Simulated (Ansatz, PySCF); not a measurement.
C2H6BFN2, SMILES C/N=C/B(N)F. Atoms are numbered in the order given.

```xyz
12

C      2.4967    -0.9733    -0.0033
N      1.0953    -0.7380    -0.2465
C      0.5081     0.2310     0.3413
B     -1.0290     0.4868     0.0724
N     -1.7275    -0.3432    -0.7978
F     -1.6444     1.5099     0.6926
H      2.9572    -0.2564     0.7071
H      3.0458    -0.9310    -0.9597
H      2.6336    -1.9977     0.3839
H      1.0710     0.8930     1.0389
H     -2.7095    -0.2454    -1.0217
H     -1.2360    -1.1062    -1.2507
```

Coordinates come from a B3LYP-D3(BJ)/def2-SVP optimisation. The structure was generated by enumeration; whether it is a known compound was not checked. Other conformers were not sampled.

Two levels are set side by side: PBE-D3(BJ)/def2-SVP (Ansatz, a first-principles code) and B3LYP-D3(BJ)/def2-SVP (Ansatz). Each level has its own optimised geometry; the coordinates shown are those of the second. Frequencies come from the Hessian of PySCF at each geometry. Differences are taken from unrounded values.

| quantity | B3LYP-D3(BJ) |
|---|---|
| mean bond length (Å) | 1.227 |
| bond C1–N2 (Å) | 1.442 |
| bond N2–C3 (Å) | 1.276 |
| bond C3–B4 (Å) | 1.581 |
| bond B4–N5 (Å) | 1.391 |
| bond B4–F6 (Å) | 1.345 |
| bond C1–H7 (Å) | 1.109 |
| bond C1–H8 (Å) | 1.104 |
| bond C1–H9 (Å) | 1.104 |
| bond C3–H10 (Å) | 1.114 |
| bond N5–H11 (Å) | 1.012 |
| bond N5–H12 (Å) | 1.014 |
| highest harmonic wavenumber (cm⁻¹) | 3705 |
| mean harmonic wavenumber (cm⁻¹) | 1357 |
| zero-point energy (kcal/mol) | 58.22 |

Task: What does PBE-D3(BJ) give, and how far is it from B3LYP-D3(BJ)? (Estimate from the structure and the level; the computed values follow.)

Result: 
```csv
quantity,PBE-D3(BJ),PBE-D3(BJ) minus B3LYP-D3(BJ)
mean bond length (Å),1.234,0.007
bond C1–N2 (Å),1.442,0.000
bond N2–C3 (Å),1.287,0.010
bond C3–B4 (Å),1.585,0.003
bond B4–N5 (Å),1.398,0.007
bond B4–F6 (Å),1.353,0.008
bond C1–H7 (Å),1.118,0.009
bond C1–H8 (Å),1.112,0.008
bond C1–H9 (Å),1.112,0.008
bond C3–H10 (Å),1.124,0.010
bond N5–H11 (Å),1.019,0.007
bond N5–H12 (Å),1.022,0.008
highest harmonic wavenumber (cm⁻¹),3632,-73
mean harmonic wavenumber (cm⁻¹),1320,-38
zero-point energy (kcal/mol),56.60,-1.62
```

Exact exchange shortens and stiffens bonds; PBE has none. Differences between two approximate levels are no errors against the true value.
